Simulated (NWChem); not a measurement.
A calculation on F₃Sc

SMILES: [F][Sc]([F])[F]
```xyz
4

Sc     0.0000     0.0000     0.0000
F      0.0000     0.0000     1.8325
F     -1.5870     0.0000    -0.9163
F      1.5870     0.0000    -0.9163
```
Charge 0, spin multiplicity 1.

Everything below was run with NWChem. Structure: optimised with PBE/def2-SVP, a minimum by its harmonic frequencies.

Symmetry labels belong to the abelian group C2v used in the runs, with the axes of the coordinates shown; states degenerate in a higher group split over its labels.

The structure started from a generated list of species.

Question: List the lowest 6 singlet excitations that TD-LDA (SVWN5)/def2-SVP gives, with oscillator strengths.

Answer: 
```csv
state,symmetry,energy (eV),wavelength (nm),f
1,b1,5.56,223,0.000
2,a1,5.67,219,0.006
3,b1,5.67,219,0.006
4,b2,5.92,209,0.042
5,a2,6.21,200,0.000
6,b2,6.21,200,0.000
```
